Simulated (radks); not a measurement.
Question: These are the eigenvalues of the occupied orbitals of an atom or ion with whole-number occupations (Ry). Calculated with a radial shooting solver on a logarithmic mesh with Libxc functionals: Dirac Kohn-Sham, PBE, spin-unpolarised, spherical densities, point nucleus.

1s1/2: -1714.033
2s1/2: -266.6483
2p1/2: -248.5221
2p3/2: -237.8787
3s1/2: -64.39572
3p1/2: -57.29958
3p3/2: -55.43828
3d3/2: -42.92135
3d5/2: -42.54973
4s1/2: -24.15900
4p1/2: -21.70648
4p3/2: -21.28502

Which element is it, and in what charge state? The configuration may be excited. Open shells, if any, are shared by 2j + 1.

Answer: Z = 45, rhodium, charge +13: Rh13+ in [Ar] 3d10 4s2 4p2. The list shows which subshells hold electrons but not how many an open one holds; the 1s level, -857.02 hartree, gives Z - s = 41.4 by -(Z - s)^2/2, which with screening and relativity narrows Z to a few neighbours, and the depths of the outer levels then fix element, charge and occupations together.
